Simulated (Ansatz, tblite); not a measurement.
Spin states of [TcNCl4]2- (TcNCl4²⁻), formally d², each relaxed with PBE0-D4/def2-SVPD in Ansatz. Electronic energies in the gas phase.

In the def2 sets Tc takes a core potential; there is no spin–orbit coupling. The xTB rows come from tblite. B3LYP takes the VWN-RPA correlation. A multiply charged anion in the gas phase is held together partly by the finite basis. Removing one electron lowers the energy by 0.78 eV at PBE0-D4/def2-TZVPD, so it isn't bound.

Singlet geometry (C4v within 0.1 Å):

Cartesian coordinates in Å:
```
Tc 0.033 -0.105 0.088
N 0.407 -1.284 1.078
Cl 0.584 1.930 1.331
Cl -2.308 0.395 0.594
Cl -0.804 -1.236 -1.914
Cl 2.088 0.299 -1.178
```

Triplet geometry (C2v within 0.1 Å):

```xyz
6

Tc    0.1894    0.0293   -0.1687
N     1.3738    0.2125   -1.2225
Cl    1.6573    0.8361    1.7514
Cl   -0.3022   -2.0644    1.1532
Cl   -1.4058   -0.7974   -1.9754
Cl   -1.5126    1.7838    0.4621
```

Run but left out: HF/def2-TZVPD, MP2/def2-TZVPD (singlet: restricted singlet, unstable towards broken spin symmetry).

Only these spin states were relaxed.

```json
{"level": "GFN1-xTB", "triplet − singlet (kcal/mol)": "30.5", "lowest of these": "singlet", "remarks": "–"}
{"level": "GFN2-xTB", "triplet − singlet (kcal/mol)": "32.4", "lowest of these": "singlet", "remarks": "–"}
{"level": "PBE-D4/def2-TZVPD", "triplet − singlet (kcal/mol)": "20.2", "lowest of these": "singlet", "remarks": "HOMO above zero (singlet), HOMO above zero (triplet)"}
{"level": "BLYP-D4/def2-TZVPD", "triplet − singlet (kcal/mol)": "19.0", "lowest of these": "singlet", "remarks": "HOMO above zero (singlet), HOMO above zero (triplet)"}
{"level": "r2SCAN-D4/def2-TZVPD", "triplet − singlet (kcal/mol)": "17.9", "lowest of these": "singlet", "remarks": "HOMO above zero (singlet), HOMO above zero (triplet)"}
{"level": "B3LYP-D4/def2-TZVPD", "triplet − singlet (kcal/mol)": "19.8", "lowest of these": "singlet", "remarks": "HOMO above zero (singlet), HOMO above zero (triplet)"}
{"level": "PBE0-D4/def2-TZVPD", "triplet − singlet (kcal/mol)": "19.9", "lowest of these": "singlet", "remarks": "HOMO above zero (singlet), HOMO above zero (triplet)"}
{"level": "ωB97M-V/def2-TZVPD", "triplet − singlet (kcal/mol)": "22.3", "lowest of these": "singlet", "remarks": "–"}
```

```csv
state,donor atoms,mean metal–ligand distance (Å),range (Å),Mulliken spin on the metal (PBE0)
singlet,5,2.275,1.58–2.45,0
triplet,5,2.348,1.60–2.55,2.12
```

⟨S²⟩ at PBE0-D4/def2-TZVPD: singlet 0.00 (pure 0.00), triplet 2.06 (pure 2.00).

Change of the triplet − singlet gap on mixing in exact exchange, in kcal/mol: PBE to PBE0 (25 % exact exchange) -0.2; BLYP to B3LYP (20 % exact exchange) 0.8.

The xTB methods have no term that favours high spin, so they put low spin too low.
